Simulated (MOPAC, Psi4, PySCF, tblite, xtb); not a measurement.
Dimer HF ··· F4Si (SMILES F and F[Si](F)(F)F) at R = 4.43 Å between the centres of mass, closest contact 1.99 Å (lowest of the rigid-body minima from ten starts at GFN2-xTB). Geometry in Å and degrees:

```
F
Si 1 1.5673
F 2 1.5673 1 109.47
F 2 1.5673 3 109.50 1 -119.95
F 2 1.5674 3 109.42 1 120.04
H 1 1.9907 4 143.86 2 -172.39
F 6 0.9245 2 174.31 3 -35.09
```

Methods: GFN2-xTB (tblite); SAPT0/jun-cc-pVDZ, frozen core (Psi4); revPBE/def2-TZVP, counterpoise-corrected (Psi4); revPBE-D3(BJ)/def2-TZVP, counterpoise-corrected (Psi4); PBE/def2-TZVP, counterpoise-corrected (Psi4); PBE-D3(BJ)/def2-TZVP, counterpoise-corrected (Psi4); HF/aug-cc-pVDZ, counterpoise-corrected (Psi4); MP2/aug-cc-pVDZ = DF-MP2/aug-cc-pVDZ, frozen core, counterpoise-corrected run with Psi4; SCS-MP2/aug-cc-pVDZ = DF-SCS-MP2/aug-cc-pVDZ, frozen core, counterpoise-corrected (Psi4); PM7, restricted, heats of formation (MOPAC); PM6, restricted, heats of formation (MOPAC); GFN1-xTB (xtb); RKS-B3LYP/6-31G* = restricted B3LYP/6-31G*, spherical d, no counterpoise correction in PySCF; RMP2/3-21G = restricted MP2 (frozen core)/3-21G, no counterpoise correction (PySCF); RMP2/6-31G* = restricted MP2 (frozen core)/6-31G*, spherical d, no counterpoise correction in PySCF; RKS-B3LYP/LANL2DZ = PySCF with restricted B3LYP/LANL2DZ, with its core potentials past Ne, no counterpoise correction.

### Question
What interaction energy does each level give?

### Answer

| method | E_int / kcal/mol |
|---|---|
| RMP2/3-21G | -6.16 |
| RKS-B3LYP/LANL2DZ | -4.50 |
| GFN1-xTB | -3.38 |
| RKS-B3LYP/6-31G* | -2.92 |
| RMP2/6-31G* | -2.80 |
| GFN2-xTB | -2.80 |
| SAPT0/jun-cc-pVDZ | -2.57 |
| PBE-D3(BJ)/def2-TZVP | -2.05 |
| PBE/def2-TZVP | -1.71 |
| revPBE-D3(BJ)/def2-TZVP | -1.54 |
| MP2/aug-cc-pVDZ | -1.39 |
| SCS-MP2/aug-cc-pVDZ | -1.20 |
| HF/aug-cc-pVDZ | -1.15 |
| revPBE/def2-TZVP | -0.80 |
| PM6 | 2.06 |
| PM7 | 4.11 |
